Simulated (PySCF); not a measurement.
F2H2OSeSi. Atoms are numbered in the order given.

```xyz
7

O     -1.0312     1.5881     1.0015
Si    -0.7422     0.0801     0.3921
F     -1.8538    -0.3600    -0.7071
F     -0.9049    -0.9110     1.6615
Se     1.2442    -0.1493    -0.6767
H     -0.8026     2.3221     0.4044
H      1.9702     0.3673     0.5127
```
Charge 0, spin multiplicity 1.

Coordinates come from a PBE-D3(BJ)/def2-SVP optimisation. This is a generated structure with no PubChem entry under its InChIKey; it may be hypothetical. One conformer was computed; it need not be the lowest.

Computed with PBE-D3(BJ)/def2-SVP (PySCF 2.14.0).

Frequencies are harmonic and unscaled.

**Question.** List the normal modes with their intensities. (The exact figures need the calculation; the answer reports its results.)

**Answer.** 
| mode | ν (cm⁻¹) | IR (km/mol) | moving atoms (share of kinetic energy) |
|---|---|---|---|
| 1 | 142 | 1.9 | H 36 %, F 29 %, O 28 % |
| 2 | 160 | 12.5 | F 43 %, H 33 %, O 11 % |
| 3 | 166 | 32.3 | H 51 %, F 36 % |
| 4 | 248 | 2.9 | F 41 %, Se 38 %, O 11 %, H 8 % |
| 5 | 271 | 68.4 | H 39 %, F 22 %, O 22 %, Si 12 % |
| 6 | 297 | 13.5 | F 40 %, O 34 %, Si 17 %, H 9 % |
| 7 | 327 | 25.6 | F 44 %, H 35 %, O 11 %, Si 9 % |
| 8 | 458 | 96.0 | Si 52 %, F 22 %, O 15 %, Se 9 % |
| 9 | 644 | 3.7 | H 93 % |
| 10 | 784 | 203.3 | H 77 %, O 13 %, F 9 % |
| 11 | 807 | 199.9 | F 45 %, Si 29 %, O 25 % |
| 12 | 953 | 145.0 | Si 50 %, F 46 % |
| 13 | 965 | 104.7 | Si 47 %, O 29 %, F 15 %, H 10 % |
| 14 | 2358 | 5.1 | H 99 % |
| 15 | 3769 | 101.0 | H 94 % |
